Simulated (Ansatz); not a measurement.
Computed with Ansatz on PBE0-D4/def2-TZVP structures; ΔE is electronic, products minus reactants. CCSD(T)/CBS adds triple-zeta CCSD(T) − MP2 to the extrapolated MP2 energy (def2 sets, frozen cores). DFT in def2-TZVPP. B3LYP here is the variant with VWN-RPA as its local correlation; programs differ in this. Elements past krypton have def2 core potentials. For Se, Sn outer-core shells are correlated without core-valence functions, which leaves a few kJ/mol of doubt a bond. Scalar relativity is left out up to krypton. One conformer a species, not always the lowest.

`[SeH][SnH2][SeH]` + `C=CCO` → `C=C([SeH])CO` + `[SeH][SnH3]`  (formal exchange of groups at the Se–Sn bond)

`[SeH][SnH2][SeH]`:

Z-matrix (Å, degrees):
```
Sn
Se 1 2.531
Se 1 2.531 2 112.8
H 1 1.701 2 106.0 3 116.1
H 1 1.704 2 109.0 3 -120.7
H 2 1.469 1 91.7 3 75.9
H 3 1.469 1 91.6 2 -80.3
```

`C=CCO`:

Z-matrix (Å, degrees):
```
C
C 1 1.492
O 1 1.415 2 112.1
H 1 1.099 2 109.9 3 -124.6
H 1 1.094 2 110.3 3 117.1
C 2 1.326 1 124.1 3 122.6
H 2 1.088 1 115.7 3 -56.1
H 3 0.961 1 107.6 2 -55.7
H 6 1.086 2 121.2 1 0.9
H 6 1.084 2 121.9 1 -179.7
```

`C=C([SeH])CO`:

```xyz
11

C     0.733    1.309    0.664
C     0.359    0.050    0.493
Se    0.909   -1.296    1.732
C    -0.401   -0.451   -0.692
O    -0.766    0.624   -1.523
H     1.274    1.628    1.546
H     0.498    2.046   -0.094
H    -0.383   -2.000    1.752
H     0.228   -1.179   -1.223
H    -1.288   -0.997   -0.334
H    -1.163    0.268   -2.321
```

`[SeH][SnH3]`:

```xyz
6

Se   -0.355    1.078   -1.595
Sn    0.122   -0.055    0.620
H    -0.434   -0.207   -2.302
H     0.286    1.219    1.737
H     1.562   -0.960    0.504
H    -1.180   -1.074    1.037
```

```
             level  ΔE (kJ/mol)
       LDA (SPW92)        105.3
          B3LYP-D4        122.2
          BHLYP-D4        127.3
              PBE0        121.8
RPA@PBE/def2-TZVPP        107.1
     CCSD/def2-SVP        119.7
     HF/def2-QZVPP        134.5
    MP2/def2-QZVPP        121.1
```

Task: What does CCSD(T)/CBS give? (Estimate.)

Result: Computed: +124.9 kJ/mol. The listed levels differ from it by -19.6, -2.7, 2.4, -3.1, -17.8, -5.2, 9.6, -3.8 kJ/mol.

Largest T1 diagnostic among the species: 0.011.

At CCSD(T), def2-SVP lies −7.9 kJ/mol from the extrapolated value and def2-TZVPP −12.4 kJ/mol. Leaving LDA and LC-ωPBE aside and taking each functional with its dispersion term where it has one, the values, not all of them listed here, spread over 17.1 kJ/mol, from B97M-V to BHLYP-D4. LDA lies −14.4 kJ/mol from PBE without D4. The D4 term adds −3.6 kJ/mol with B3LYP and −1.7 kJ/mol with PBE0; it sums over pairs of atoms, weighted by their polarisabilities, and B3LYP, whose exchange is more repulsive, gets the larger term.
